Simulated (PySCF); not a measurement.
Hf(OH)3 (H3HfO3), SMILES [OH][Hf]([OH])[OH] (connectivity only; charge and spin as stated), neutral, multiplicity 2.

Geometry optimised at PBE0-D3(BJ)/def2-SVP. The spin state was assumed, not searched. The isomer is the one that the SMILES or the coordinates give; other isomers of the formula were not compared. The def2 effective core potentials stand for the cores of Hf; spin–orbit coupling is left out. Other conformers were not sampled.

Calculation: TDA-PBE/def2-SVPD run with PySCF.

Vertical excitations; the highest root listed may be one member of a degenerate set. Gas-phase values at a fixed geometry.

```csv
state,energy (eV),λ (nm),f,main pairs
root 1,2.70,459,0.000,α HOMO→LUMO+1 (degenerate set)
root 2,2.70,459,0.000,α HOMO→LUMO (degenerate set)
root 3,3.37,368,0.000,α HOMO→LUMO+2 99 %
root 4,3.59,346,0.041,α HOMO→LUMO+5 (degenerate set)
root 5,3.59,346,0.041,α HOMO→LUMO+4 (degenerate set)
root 6,3.63,342,0.328,α HOMO→LUMO+3 97 %
root 7,4.19,296,0.031,α HOMO→LUMO+7 (degenerate set)
root 8,4.19,296,0.031,α HOMO→LUMO+6 (degenerate set)
root 9,4.99,248,0.000,β HOMO→LUMO 100 %
root 10,5.20,239,0.050,β HOMO−1→LUMO 98 %
```
Unrestricted roots are not spin-pure.
